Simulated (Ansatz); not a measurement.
**A relaxation, step by step**

CH3FI (SMILES [F-].CI) (charge -1), closed shell, PBE0-D4/def2-TZVPD (Ansatz 0.2.0). Settings:

```yaml
hamiltonian: {xc: pbe0, dispersion: d4}
relax: {f_tol: 0.005, max_steps: 200}
```

Start (the SMILES describes the start alone):

F1  (-0.510, 0.307, -2.258)
C2  (0.219, 0.067, 0.282)
I3  (-0.940, -1.147, 1.726)
H4  (-0.238, 0.071, -0.806)
H5  (0.237, 1.075, 0.739)
H6  (1.233, -0.374, 0.316)
(Å)

| step | energy less the last (meV) | largest force component (eV/Å) |
| --- | --- | --- |
| 1 | 33.4 | 0.519 |
| 2 | 11.2 | 0.212 |
| 3 | 2.2 | 0.081 |
| 4 | 1.1 | 0.052 |
| 5 | 0.1 | 0.021 |
| 6 | 0.0 | 0.012 |
| 7 | 0.0 | 0.003 |

Step 2, positions (Å) and forces (eV/Å):

```
atom       x       y       z      Fx      Fy      Fz
  F1  -0.526   0.289  -2.233  -0.051  -0.029  -0.023
  C2   0.226   0.075   0.279   0.118   0.054   0.029
  I3  -0.915  -1.113   1.658  -0.212  -0.184   0.166
  H4  -0.238   0.068  -0.792   0.188   0.096   0.120
  H5   0.233   1.062   0.752   0.073  -0.116  -0.180
  H6   1.220  -0.381   0.335  -0.116   0.179  -0.111
```

Step 5, positions (Å) and forces (eV/Å):

```csv
atom,x,y,z,Fx,Fy,Fz
F1,-0.566,0.260,-2.226,-0.006,0.000,-0.015
C2,0.240,0.081,0.288,0.002,-0.002,0.012
I3,-0.951,-1.128,1.630,0.005,0.008,-0.016
H4,-0.206,0.086,-0.781,0.001,-0.005,0.021
H5,0.251,1.066,0.753,-0.001,-0.002,-0.002
H6,1.233,-0.365,0.336,-0.002,0.000,-0.001
```

Step 6, positions (Å) and forces (eV/Å):

```json
{"atom": "F1", "x": "-0.575", "y": "0.254", "z": "-2.226", "Fx": "0.000", "Fy": "0.001", "Fz": "-0.004"}
{"atom": "C2", "x": "0.243", "y": "0.083", "z": "0.290", "Fx": "-0.010", "Fy": "-0.008", "Fz": "-0.007"}
{"atom": "I3", "x": "-0.956", "y": "-1.128", "z": "1.620", "Fx": "0.002", "Fy": "0.004", "Fz": "-0.001"}
{"atom": "H4", "x": "-0.203", "y": "0.088", "z": "-0.779", "Fx": "0.005", "Fy": "0.001", "Fz": "0.012"}
{"atom": "H5", "x": "0.254", "y": "1.067", "z": "0.756", "Fx": "-0.002", "Fy": "0.005", "Fz": "0.003"}
{"atom": "H6", "x": "1.236", "y": "-0.364", "z": "0.339", "Fx": "0.005", "Fy": "-0.002", "Fz": "-0.002"}
```

Last step (7):

F1  (-0.574, 0.255, -2.228)
C2  (0.243, 0.082, 0.290)
I3  (-0.955, -1.128, 1.622)
H4  (-0.203, 0.087, -0.777)
H5  (0.253, 1.067, 0.755)
H6  (1.235, -0.364, 0.339)
(Å)

Hardware: 4 CPU threads of an Arm Neoverse V1, shared host. Wall time about 16 s.
